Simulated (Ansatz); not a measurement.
A run on AlFH4OSi, SMILES `[OH][Al]([F])[SiH3]` with other settings.

```yaml
crystal:
  periodic: [false, false, false]
  atoms:
    - {symbol: O, position_ang: [1.567473, 1.468908, -0.513535]}
    - {symbol: Al, position_ang: [0.881127, 0.245408, 0.421768]}
    - {symbol: F, position_ang: [1.679910, -0.296431, 1.762629]}
    - {symbol: Si, position_ang: [-1.264547, -0.693542, -0.233959]}
    - {symbol: H, position_ang: [2.405722, 1.894081, -0.338621]}
    - {symbol: H, position_ang: [-2.275352, 0.387200, -0.393975]}
    - {symbol: H, position_ang: [-1.137650, -1.400650, -1.538039]}
    - {symbol: H, position_ang: [-1.764482, -1.662273, 0.777732]}
basis:
  gaussian: {orbitals: def2-SVP}
hamiltonian: {xc: {name: HF}}
correlation: {method: bccd_t, electrons: outside_noble_gas}
```

```sh
$ ansatz run in.yaml --threads 2 --pin off --events-out ev --progress --plain --max-ram 4352MiB
```

Output, abridged:

```
Functional definition: HF
788 factors; integrals over basis functions are off by at most 1.0e-3 eV
mean field evaluation 1: about -19242.4631 eV, gradient 4.5e1 eV
mean field evaluation 2: about -19242.4874 eV, gradient 4.5e1 eV
mean field evaluation 4: about -19246.6200 eV, gradient 2.5e0 eV
mean field evaluation 8: about -19246.6643 eV, gradient 2.5e-1 eV
mean field -19246.66453000 eV, -707.3018756199 hartree, gradient 1.6e-6 eV, S^2 0.000000; 0 other end points of the search recorded, 0 dependent functions left out
12 core orbitals not correlated: weight in the atoms' cores, before any rotation towards them, 1.000 or more for the frozen orbitals, at most 0.000 for the correlated occupied ones
reference -19246.66453000 eV, -707.3018756199 hartree; 12, 12 occupied and 60, 60 virtual orbitals, 788 factors
second order -14.57766306 eV of doubles, -0.00000000 eV of singles
cycle   1  -15.04567985 eV  change   -4.7e-1 eV  update   9.9e-2
cycle   2  -15.40934471 eV  change   -3.6e-1 eV  update   3.2e-2
cycle   3  -15.52240917 eV  change   -1.1e-1 eV  update   1.8e-2
cycle   4  -15.51091766 eV  change    1.1e-2 eV  update   4.2e-3
cycle   5  -15.50679155 eV  change    4.1e-3 eV  update   1.5e-3
cycle   6  -15.50676505 eV  change    2.6e-5 eV  update   4.8e-4
cycle   7  -15.50649269 eV  change    2.7e-4 eV  update   1.6e-4
cycle   8  -15.50640219 eV  change    9.1e-5 eV  update   5.4e-5
cycle   9  -15.50641545 eV  change   -1.3e-5 eV  update   1.8e-5
perturbative correction -0.32736016 eV, -0.0120302639 hartree
Total energy: -19262.49830561 eV, -707.8837561408 hartree
```

Hardware: 2 threads of an Arm Neoverse V1 on a shared host. Wall time 2.9 s, peak host memory 0.38 GiB.
